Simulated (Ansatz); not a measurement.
Reaction (formal exchange of groups at a Te–C bond): `N[SiH2]C(F)[TeH]` + `O=C(O)O` → `O=C(O)[TeH]` + `N[SiH2]C(O)F`

Program: Ansatz. Geometries: PBE0-D4/def2-TZVP. ΔE: electronic, gas phase. CCSD(T)/CBS is the MP2 limit (def2-TZVPP, def2-QZVPP) plus CCSD(T) − MP2 in def2-TZVPP, frozen cores. DFT in def2-TZVPP. def2 core potentials past Kr. For Te outer-core shells are correlated without core-valence functions, which leaves a few kJ/mol of doubt a bond. One conformer a species, not always the lowest.

**Question.** Is it downhill or uphill in electronic energy at CCSD(T)/CBS, and by how much? (Best estimate.)

**Answer.** Computed: Uphill: ΔE = +0.49 eV.

**Question.** What do these levels give: r2SCAN-D4, r2SCAN, SCS-MP2/def2-TZVPP, CCSD(T)/def2-TZVPP, HF/CBS(def2), CCSD/CBS(def2)? (Estimate.)

**Answer.** Ansatz gave: r2SCAN-D4 0.42, r2SCAN 0.41, SCS-MP2/def2-TZVPP 0.48, CCSD(T)/def2-TZVPP 0.47, HF/CBS(def2) 0.63, CCSD/CBS(def2) 0.53 eV.

Largest T1 diagnostic among the species: 0.015.

From PBE to PBE0 (25 % exact exchange), in def2-TZVPP and without D4, ΔE moves by +0.13 eV. The D4 term adds +0.04 eV with B3LYP and +0.03 eV with PBE0; it sums over pairs of atoms, weighted by their polarisabilities, and B3LYP, whose exchange is more repulsive, gets the larger term.

B3LYP here is the variant with VWN-RPA as its local correlation; programs differ in this.
